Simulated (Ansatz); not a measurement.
Molecule: RbCl, net charge -1, doublet state. SMILES of the parent species: [Cl][Rb]

Atoms: Rb1, Cl2. Bonds: Rb1-Cl2.

Bond lengths (Å) and angles (degrees) optimised at HF/3-21G with Ansatz (an electronic-structure program); HF/6-31G* with LANL2DZ past Ar with Ansatz; PBE/6-31G* with LANL2DZ past Ar with Ansatz; B3LYP/LANL2DZ with Ansatz, each started from the B3LYP-D3(BJ)/def2-TZVP structure (Ansatz) of the last column. A row stands for all coordinates that are equal there. 6-31G* holds six Cartesian d functions.

```
coordinate  HF/3-21G  HF/6-31G* with LANL2DZ past Ar  PBE/6-31G* with LANL2DZ past Ar  B3LYP/LANL2DZ  B3LYP-D3(BJ)/def2-TZVP
----------  --------  ------------------------------  -------------------------------  -------------  ----------------------
Rb1-Cl2        3.115                           3.177                            3.133          3.134                   3.023
```

Mean signed difference of all 1 bond lengths from B3LYP-D3(BJ)/def2-TZVP: HF/3-21G 0.092 Å, HF/6-31G* with LANL2DZ past Ar 0.154 Å, PBE/6-31G* with LANL2DZ past Ar 0.111 Å, B3LYP/LANL2DZ 0.111 Å.
